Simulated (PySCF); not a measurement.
## Electronic absorption of Zr(NEt2)Cl3

Zr(NEt2)Cl3, C4H10Cl3NZr (singlet state).
SMILES: `CC[N](CC)[Zr]([Cl])([Cl])[Cl]`

Theory: PySCF 2.14.0, density-fitted response routines, TDDFT CAM-B3LYP/def2-SVPD, vertical, gas phase, core orbitals frozen in the response, def2 core potentials past Kr. Geometry: PBE0-D3(BJ)/def2-SVP; no solvent, vibrations or thermal averaging. Spin–orbit coupling is left out.

| state | E (eV) | λ (nm) | f | \|μ\| (D) | main configurations (H = HOMO, L = LUMO) |
| --- | --- | --- | --- | --- | --- |
| S1 | 3.92 | 316.5 | 0.0022 | 0.38 | H→L (96%) |
| S2 | 4.56 | 271.8 | 0.020 | 1.06 | H→L+1 (96%) |
| S3 | 4.88 | 254.0 | 0.0003 | 0.14 | H→L+2 (95%) |
| S4 | 5.63 | 220.3 | 0.0067 | 0.56 | H→L+4 (79%), H→L+3 (12%) |
| S5 | 5.80 | 213.7 | 0.179 | 2.85 | H→L+3 (78%), H→L+4 (10%) |
| S6 | 5.98 | 207.2 | 0.013 | 0.75 | H-1→L (82%), H-4→L (9%) |
| S7 | 6.08 | 203.9 | 0.0064 | 0.53 | H-2→L (70%), H-3→L (10%), H-1→L+1 (8%) |
| S8 | 6.15 | 201.6 | 0.0027 | 0.34 | H-3→L (67%), H-4→L (13%), H-2→L (11%) |
| S9 | 6.23 | 198.9 | 0.0092 | 0.62 | H-4→L (61%), H-3→L (10%), H-3→L+1 (8%) |
| S10 | 6.32 | 196.1 | 0.0047 | 0.44 | H-2→L+1 (80%) |

Triplets, Tamm–Dancoff:

| state | E (eV) | λ (nm) | main configurations (H = HOMO, L = LUMO) |
| --- | --- | --- | --- |
| T1 | 3.79 | 327.3 | H→L (95%) |
| T2 | 4.07 | 304.5 | H→L+1 (68%), H→L+3 (26%) |
| T3 | 4.74 | 261.6 | H→L+3 (42%), H→L+2 (30%), H→L+1 (23%) |
| T4 | 4.79 | 259.0 | H→L+2 (64%), H→L+3 (24%) |

The lowest singlet lies at 3.92 eV (316 nm, ultraviolet) and is very weak; its leading configuration is HOMO→LUMO (96%). The most intense listed level is S5 at 5.80 eV (214 nm, f = 0.179), 1.88 eV above S1. For S1 the Löwdin share of zirconium is 9% in HOMO and 70% in LUMO (ligand-to-metal charge transfer by this measure). The listed states span 2.40 eV, and the widest gap between neighbours is 0.74 eV (S3 to S4). Of the 10 states listed, 3 reach f = 0.01 and 1 stays under 0.0005. Weighted by f, the mean energy of these states is 5.73 eV. No computed singlet lies in the visible range (380 to 750 nm); the lowest, at 316 nm, stands 0.65 eV above its violet end (3.26 eV). The window holds the lowest 10 singlets.
